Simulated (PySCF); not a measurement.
SnI3, SMILES [I][Sn+]([I])[I], charge +1. Atoms are numbered in the order given.

```xyz
4

Sn     0.0000     0.0000     0.0000
I      2.6039     0.0000     0.0000
I     -1.3020    -2.2551     0.0000
I     -1.3020     2.2551     0.0000
```
Charge +1, spin multiplicity 1.

Geometry optimised at PBE0-D3(BJ)/def2-SVP. The spin state was assumed, not searched. The isomer is the one that the SMILES or the coordinates give; other isomers of the formula were not compared. The def2 effective core potentials stand for the cores of I, Sn; spin–orbit coupling is left out.

Level of theory: M06-2X/def2-TZVP (PySCF).

Isolated molecule, no solvent.

- total energy: -1106.98296 hartree
- point group: D3h
- highest occupied level: -13.67 eV
- lowest empty level: -7.71 eV
- orbital gap: 5.96 eV
- dipole moment about the centre of nuclear charge: 0.00 D
- mean static polarisability: 133.9 bohr³ (19.84 Å³)
- polarisability, principal values: 77.9, 161.8, 161.8 bohr³
